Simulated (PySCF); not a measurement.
## Unknown compound

The spectra below were simulated for a compound C6H5F3.

1H NMR (400 MHz, computed): δ 7.32 (m, 1H), 6.07 (tdt, J = 13.4, 2.8, 1.2 Hz, 1H), 5.68 (m, 1H), 5.58 (ddq, J = 11.5, 2.8, 1.6 Hz, 1H), 5.55 (ddq, J = 18.2, 5.9, 1.4 Hz, 1H).

13C{1H} NMR (computed): δ 162.7 (C, ddd, J = 379.1, 370.3, 48.0 Hz), 142.0 (CH), 137.3 (C, ddd, J = 305.5, 46.2, 24.2 Hz), 136.7 (CH, d, J = 10.5 Hz), 129.8 (CH2), 117.7 (CH, ddd, J = 13.9, 10.3, 8.9 Hz).

How the numbers were obtained: J: B3LYP/pcJ-1 (spin–dipole term only in couplings to heteroatoms), GIAO PBE0/pcSseg-1 shieldings, coordinates at the PBE0-D3(BJ)/def2-SVP level, in PySCF (one conformer, gas phase, non-relativistic Hamiltonian).

References, each an isolated molecule treated in the same way: 1H (σ = 31.27 ppm) and 13C (σ = 184.41 ppm) vs TMS.

Task: What is the structure?

Result: 
1. Rings plus π bonds: 3 (no ring in the answer).
2. 6 carbon signals for 6 carbons: no two carbons are equivalent.
3. Carbon types of the structure: 2 × C, 3 × CH, 1 × CH2, which accounts for all hydrogens.
4. δC 162.7, 137.3: fully substituted alkene carbon; an sp2 carbon of a C=C bond.
5. δC 142.0, 136.7, 117.7: alkene CH; the olefinic region.
6. δC 129.8: terminal =CH2 carbon; as expected for a trigonal carbon in a double bond.
7. δH 7.32, 6.07, 5.68: hydrogen on an alkene CH; olefinic region.
8. δH 5.58, 5.55: hydrogen on a terminal =CH2 carbon; olefinic region.

Structure: SMILES C=C/C=C\C(F)=C(F)F.

The shifts were computed for this structure.

C–F couplings over four or more bonds (about 3 Hz to the para carbon of a fluoroarene) are left out. Common functionals overestimate the size of one-bond C–F couplings by tens of Hz; these are unscaled. Multiplet labels drop couplings under 1 Hz and merge nearly equal ones. Unscaled 3J(H,H) at this level run about 10 % above measured values. Shifts are as computed. Against solution values, carbons near 30 ppm lie about +2 ppm off and those near 130 ppm about +5 ppm. Of 1211 compounds with measured shifts, 218 miss one by over three times the rms of a fit or turn the order of signals round; such compounds aren't used in these exercises.
